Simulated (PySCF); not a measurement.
**Field gradients at the hydrogen positions**

Compound: C7H13OP.
Geometry (GFN2-xTB, Å), atoms numbered from 1 in this order:
```
atom  x, y, z in Å
C1    -3.0348    0.2654    0.2681
C2    -1.9382   -0.7603    0.0113
C3    -0.6091   -0.1770   -0.3647
C4    -0.2689    1.1064   -0.3623
C5     1.1218    1.4570   -0.7882
P6     2.0142   -0.1523   -0.6722
C7     2.5462   -0.3121    1.0729
O8     3.0788   -0.4167   -1.6474
C9     0.4616   -1.1375   -0.8054
H10   -2.7733    0.9117    1.1024
H11   -3.1939    0.8807   -0.6141
H12   -3.9671   -0.2406    0.5078
H13   -2.2529   -1.4343   -0.7918
H14   -1.8030   -1.3784    0.9055
H15   -0.9413    1.9015   -0.0841
H16    1.5700    2.2392   -0.1728
H17    1.1552    1.7908   -1.8300
H18    1.7301   -0.1109    1.7599
H19    3.3625    0.3873    1.2435
H20    2.9198   -1.3243    1.2184
H21    0.4828   -2.0497   -0.2059
H22    0.3291   -1.4264   -1.8524
```

Level: PBE0/pcSseg-1 (PySCF, non-relativistic); Q(2H) = 0.00286 b; rigid geometry, the same for H and D, with no vibrational averaging.

**Question.** Rank these positions by the coupling χzz of a deuteron there, largest first.
A. H14 (methylene hydrogen)
B. H15 (vinylic hydrogen)
C. H16 (methylene hydrogen)
D. H12 (methyl hydrogen)

**Answer.** B (224 kHz), D (212 kHz), C (207 kHz), A (201 kHz).

**Question.** Tabulate Vzz, the asymmetry η and χzz = 234.96 MHz × Q × Vzz for every hydrogen position.

**Answer.** 
| atom | bonded to | bond length (Å) | Vzz (au) | η | χzz (kHz) |
| --- | --- | --- | --- | --- | --- |
| H10 | C1 | 1.087 | 0.3153 | 0.01 | 212 |
| H11 | C1 | 1.087 | 0.3145 | 0.01 | 211 |
| H12 | C1 | 1.088 | 0.3157 | 0.02 | 212 |
| H13 | C2 | 1.095 | 0.2983 | 0.03 | 200 |
| H14 | C2 | 1.095 | 0.2987 | 0.03 | 201 |
| H15 | C4 | 1.078 | 0.3341 | 0.06 | 224 |
| H16 | C5 | 1.091 | 0.3085 | 0.01 | 207 |
| H17 | C5 | 1.095 | 0.3021 | 0.01 | 203 |
| H18 | C7 | 1.086 | 0.3196 | 0.00 | 215 |
| H19 | C7 | 1.088 | 0.3149 | 0.01 | 212 |
| H20 | C7 | 1.089 | 0.3143 | 0.01 | 211 |
| H21 | C9 | 1.092 | 0.3079 | 0.02 | 207 |
| H22 | C9 | 1.094 | 0.3029 | 0.01 | 204 |

**Question.** How does χzz go with the bond length over the 13 C–H bonds?

**Answer.** A straight-line fit has a slope of -13.4 kHz for each 0.01 Å, with a correlation coefficient of -0.99, over lengths from 1.078 to 1.095 Å. The longer bonds have the smaller couplings here.

**Question.** Give the 2H NMR doublet splittings at H12 for a magnetic field along the z, y and x axes of the gradient: 3χ/2, 3χ(1 + η)/4, 3χ(1 − η)/4.

**Answer.** With |χ| = 212.2 kHz and η = 0.017: 318, 162 and 156 kHz, to first order and without motion.

Isolated species at its GFN2-xTB geometry (one conformer only). GFN2-xTB bond lengths can be off by several hundredths of an ångström, more for odd bonds, and the gradients follow them. The basis is small and wasn't made for field gradients, so the couplings can be 20 % off.
